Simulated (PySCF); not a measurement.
# Working out the ionisation energy of Ni²⁺

Ni²⁺ [Ar] 3d8 (3F) → Ni³⁺ [Ar] 3d7 (4F). Calculation: PySCF 2.14, in def2-SVP; no relativity, point nucleus. Frozen: [Ar]. Energies in hartree (1 hartree = 27.21139 eV):

| part | Ni²⁺ (lower) | Ni³⁺ (upper) |
| --- | --- | --- |
| UHF | -1505.809083 | -1504.590486 |
| MP2 opposite-spin | -0.088910 | -0.047159 |
| MP2 same-spin | -0.057858 | -0.038957 |

What does Hartree-Fock give?

(-1504.590486) − (-1505.809083) = 1.218597 hartree = 33.160 eV.

What do MP2 and SCS-MP2 (6/5 opposite-spin, 1/3 same-spin) give?

The opposite-spin parts differ by 1.136 eV and the same-spin parts by 0.514 eV. MP2: 33.160 + (1.136) + (0.514) = 34.810 eV. SCS-MP2: 33.160 + 1.2 × (1.136) + (0.514)/3 = 34.695 eV.

Reference: 35.187 ± 0.019 eV (measured; NIST Atomic Spectra Database, ionization energies), between the lowest levels; spin-orbit coupling is absent from the calculation.

The calculation is non-relativistic.

A double-zeta basis recovers only part of the correlation energy.

What remains against the reference includes basis incompleteness, the frozen core and correlation beyond second order.
